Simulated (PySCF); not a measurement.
A calculated (HSE06, PySCF 2.14, ANO-RCC-VTZP, the spin-free X2C one-electron Hamiltonian (Gaussian nucleus)) atom or ion has these occupied shells.

| shell | electrons | orbital energy (eV) | rms radius, mean of both spins (bohr) |
| --- | --- | --- | --- |
| 1s | 2 | -83013.8 | 0.0187 |
| 2s | 2 | -14751.4 | 0.0756 |
| 2p | 6 | -12781.1 | 0.0694 |
| 3s | 2 | -3519.6 | 0.193 |
| 3p | 6 | -2944.6 | 0.195 |
| 3d | 10 | -2311.4 | 0.178 |
| 4s | 2 | -783.39 | 0.424 |
| 4p | 6 | -592.84 | 0.452 |
| 4d | 10 | -358.61 | 0.482 |
| 5s | 2 | -122.71 | 0.961 |
| 4f | 14 | -101.74 | 0.529 |
| 5p | 6 | -70.662 | 1.11 |
| 5d | 10 | -11.278 | 1.63 |
| 6s | 2 | -7.171 | 2.92 |

(1) Name the element and its charge.

Answers

(1) Hg (mercury, neutral), in [Xe] 4f14 5d10 6s2, closed-shell 1S.
